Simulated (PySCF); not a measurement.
H2MgOSe.

```xyz
5

Mg    -0.0046     1.2090     0.0000
O      0.0055     2.9615     0.0000
H     -0.0061     3.9077     0.0000
Se    -0.0415    -1.2027     0.0000
H      1.4295    -1.2153     0.0000
```
Charge 0, spin multiplicity 1.

Geometry: PBE0-D3(BJ)/def2-TZVP. A frequency run showed that this geometry is not a minimum. One conformer was computed; it need not be the lowest.

Computed with PBE0/pcSseg-2 run with PySCF. Non-relativistic, no solvent.

Task: Give the absolute GIAO shielding of each atom: isotropic value and principal components (ppm). (Estimate from the structure and the level; the computed values follow.)

Result: 
```csv
atom,σ(iso),σ11,σ22,σ33,span
Mg1,512.5,408.8,422.6,706.2,297.5
O2,349.2,313.5,318.9,415.1,101.6
H3,31.2,22.4,22.5,48.7,26.3
Se4,2516.4,2281.2,2404.9,2863.3,582.0
H5,32.7,23.1,26.1,48.8,25.7
```
